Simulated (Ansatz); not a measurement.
`C[N]=[W]([NH2])(=[O])[F]` and `C[N]=[W](=[O])([F])[Cl]` differ in one atom or group.

Ansatz, PBE0-D4/def2-TZVP geometries, multiplicity 1. Each molecule was computed in one conformer, which needn't be the lowest.

Elements past krypton have def2 core potentials.

| property | `C[N]=[W]([NH2])(=[O])[F]` |
| --- | --- |
| zero-point energy (PBE0-D4/def2-TZVP) / kJ/mol | 193.4 |
| HOMO–LUMO gap (PBE0/def2-TZVPP) / eV | 6.57 |
| HOMO energy (PBE0/def2-TZVPP) / eV | -7.55 |
| size of the dipole moment (ωB97M-V/def2-TZVPP) / D | 3.35 |
| HOMO–LUMO gap (B3LYP/def2-TZVPP) / eV | 6.11 |
| HOMO energy (B3LYP/def2-TZVPP) / eV | -7.33 |

Question: Give the same properties after the change, and the shifts. (Estimate.)

Answer: Ansatz gave: 
```
                                          property  `C[N]=[W](=[O])([F])[Cl]`  shift
    zero-point energy (PBE0-D4/def2-TZVP) / kJ/mol                      129.3  -64.1
              HOMO–LUMO gap (PBE0/def2-TZVPP) / eV                       5.97  -0.60
                HOMO energy (PBE0/def2-TZVPP) / eV                      -8.10  -0.55
size of the dipole moment (ωB97M-V/def2-TZVPP) / D                       2.38  -0.97
             HOMO–LUMO gap (B3LYP/def2-TZVPP) / eV                       5.51  -0.60
               HOMO energy (B3LYP/def2-TZVPP) / eV                      -7.87  -0.54
```

With PBE0 the HOMO falls by 0.55 eV and the LUMO falls by 1.15 eV, so the gap narrows by about 0.60 eV. PBE moves the HOMO by -0.55 eV and ωB97M-V by -0.51 eV. The zero-point energy changes by -64.1 kJ/mol with -6 modes. Dipoles are sizes alone; their direction can turn.

Positive LUMOs are unbound, so they and the gaps depend on the basis.

B3LYP here is the variant with VWN-RPA as its local correlation; programs differ in this.
